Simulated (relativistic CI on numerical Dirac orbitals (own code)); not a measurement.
## Slater and spin-orbit integrals, Cd13+

Calculated at this level of theory: Dirac-Coulomb-Breit CI, separate exchange-only KLI orbitals for each configuration, model QED (radiative potential, 1s self-energy scaled to tabulated hydrogen-like ionisation energies), unscaled Slater integrals (own radial code, finite nucleus).

Slater integrals F^k, G^k are unscaled and averaged over j, outside the closed core [Ar] 3d10; ζ comes from projecting the Hamiltonian with its Breit term on Σ l·s of the shell.

- 4s2.4p5: ζ(4p) = 40332 cm⁻¹; <r>(4p) = 0.8473, <r^2>(4p) = 0.8098 (bohr units).
- 4s2.4p4.4d: F^2(4p,4p) = 123190, ζ(4p) = 40560, F^2(4p,4d) = 116270, G^1(4p,4d) = 147400, G^3(4p,4d) = 93076, ζ(4d) = 4168.9 cm⁻¹; <r>(4p) = 0.8465, <r^2>(4p) = 0.8084, <r>(4d) = 0.9123, <r^2>(4d) = 0.9492 (bohr units).
- 4s.4p5.4d: G^1(4s,4p) = 162640, ζ(4p) = 40474, G^2(4s,4d) = 114480, F^2(4p,4d) = 116260, G^1(4p,4d) = 147380, G^3(4p,4d) = 93059, ζ(4d) = 4207.5 cm⁻¹; <r>(4s) = 0.8078, <r^2>(4s) = 0.7323, <r>(4p) = 0.8465, <r^2>(4p) = 0.8084, <r>(4d) = 0.9123, <r^2>(4d) = 0.9494 (bohr units).

Averages of the first 10 configurations, taken without configuration mixing, which lowers the lowest level and can move excited configurations by several eV; other configurations of the list can lie among them:

| Configuration | Parity | States | Average energy above the lowest level (eV) |
| --- | --- | --- | --- |
| 4s2.4p5 | odd | 6 | 3.8 |
| 4s.4p6 | even | 2 | 54.8 |
| 4s2.4p4.4d | even | 150 | 71.5 |
| 4s.4p5.4d | odd | 120 | 120.2 |
| 4s2.4p4.4f | odd | 210 | 144.1 |
| 4s.4p5.4f | even | 168 | 193.0 |
| 4p6.4d | even | 10 | 174.4 |
| 4s.4p4.4d2 | even | 1350 | 187.2 |
| 4s2.4p4.5s | even | 30 | 145.1 |
| 4s2.4p3.4d.4f | even | 2800 | 212.3 |
